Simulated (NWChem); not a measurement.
System: CuH₂OCl; SMILES [Cu]([Cl])<-[OH2]

```xyz
5

Cu     0.0230     0.2444     0.0000
Cl    -0.0365    -1.8113     0.0000
O      0.0191     2.1024     0.0000
H      0.4336     2.5108     0.7805
H      0.4336     2.5108    -0.7805
```
Atoms are numbered in this order, from 1.

All runs: NWChem. All runs use the structure optimised with B3LYP/6-31G* (spherical d). GIAO values for the isolated, static molecule; σ is the absolute isotropic shielding, δ = σ(reference) − σ with the isolated reference molecule computed at the same levels (1H: tetramethylsilane, 17O: water).

### Question
Predict the results for KT2/pcSseg-1. Quantities: σ Cu1 (ppm); σ Cl2 (ppm); δ O3 (ppm); δ H4 (ppm).

### Answer
- σ Cu1 (ppm) = 537.6
- σ Cl2 (ppm) = 1190.6
- δ O3 (ppm) = -17.8
- δ H4 (ppm) = 2.64
